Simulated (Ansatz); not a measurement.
```yaml
crystal:
  periodic: [false, false, false]
  atoms:
    - {symbol: C, position_ang: [-1.257808, 0.136299, -0.435134]}
    - {symbol: Nb, position_ang: [0.867338, 0.027203, -0.212328]}
    - {symbol: N, position_ang: [1.045459, -0.403114, 1.459490]}
    - {symbol: F, position_ang: [1.506723, -1.354736, -1.301950]}
    - {symbol: F, position_ang: [1.582101, 1.731017, -0.515633]}
    - {symbol: H, position_ang: [-1.721968, -0.823792, -0.192898]}
    - {symbol: H, position_ang: [-1.501919, 0.401716, -1.470649]}
    - {symbol: H, position_ang: [-1.677295, 0.891199, 0.235860]}
    - {symbol: H, position_ang: [1.245868, -0.652094, 2.416244]}
basis:
  gaussian: {orbitals: x2c-TZVPPall}
total_charge: 1
magnetization: {spin_polarized: true, initial_magnetization: 1}
hamiltonian: {xc: {name: HF}}
correlation: {method: mp2, frozen_orbitals: {C: 0}}
```

```sh
$ ansatz run in.yaml --threads 4 --pin off --events-out ev --progress --plain --max-ram 10444MiB
```

Task: How does Ansatz answer? (Best estimate.)

Result: The calculation gave: The input was rejected before any iteration.
```
Functional definition: HF
Error: "frozen_orbitals" has no count for Nb
```
